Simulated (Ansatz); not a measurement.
Geometry optimisation, Ansatz, RKS PBE0/6-31G*.

The input (input.yaml):

```yaml
crystal:
  periodic: [false, false, false]
  atoms:
    - { symbol: Al, position_ang: [0.099351, 0.640489, -0.507532] }
    - { symbol: O, position_ang: [-0.138017, 0.153453, 2.407141] }
    - { symbol: H, position_ang: [-1.053275, -0.101147, 2.217544] }
    - { symbol: "N", position_ang: [1.625557, 0.000302, -1.134364] }
    - { symbol: H, position_ang: [1.712252, -0.830249, -1.701856] }
    - { symbol: H, position_ang: [2.53126, 0.294239, -0.797391] }
    - { symbol: "N", position_ang: [-1.507686, -0.0527, -0.821605] }
    - { symbol: H, position_ang: [-1.666552, -0.950175, -1.257003] }
    - { symbol: H, position_ang: [-2.3596, 0.490295, -0.819607] }
    - { symbol: F, position_ang: [0.113229, 2.098907, 0.33128] }
    - { symbol: H, position_ang: [-0.117517, 1.115085, 2.194193] }
basis:
  gaussian: { orbitals: "6-31G*" }
hamiltonian:
  xc: pbe0
relax:
  f_tol: 0.03
  max_steps: 50
```

Command:

```bash
$ ansatz run input.yaml --threads 2 --pin off --max-ram 3072MiB --backend cpu --events-out ev --progress --plain --runs-dir out
```

Question: Where does it end, and by what steps?

Answer: It converged. After 10 steps the energy has fallen by 0.630 eV; H3 moved furthest, 0.78 Å. Joined: Al1–O2 (2.96 → 2.01 Å).

```csv
step,energy less start (eV),largest force component (eV/Å),accepted
0,0.0000,0.762,yes
1,-0.1311,0.989,yes
2,-0.3012,1.438,yes
3,-0.4785,0.855,yes
4,-0.5662,0.443,yes
5,-0.5933,0.348,yes
6,-0.6103,0.156,yes
7,-0.6253,0.128,yes
8,-0.6292,0.040,yes
9,-0.6297,0.059,yes
10,-0.6299,0.026,yes
```

```xyz
11
Properties=species:S:1:pos:R:3
Al 0.152 0.682 -0.159
O -0.110 0.138 1.760
H -1.010 -0.162 1.444
N 1.590 -0.037 -0.926
H 1.567 -0.797 -1.590
H 2.540 0.273 -0.783
N -1.509 -0.078 -0.424
H -1.587 -0.954 -0.929
H -2.268 0.520 -0.731
F 0.121 2.325 0.174
H -0.247 0.949 2.276
```

Time of the run: 23 s on 2 threads of Arm Neoverse V2 (shared host), peak memory 0.19 GiB.
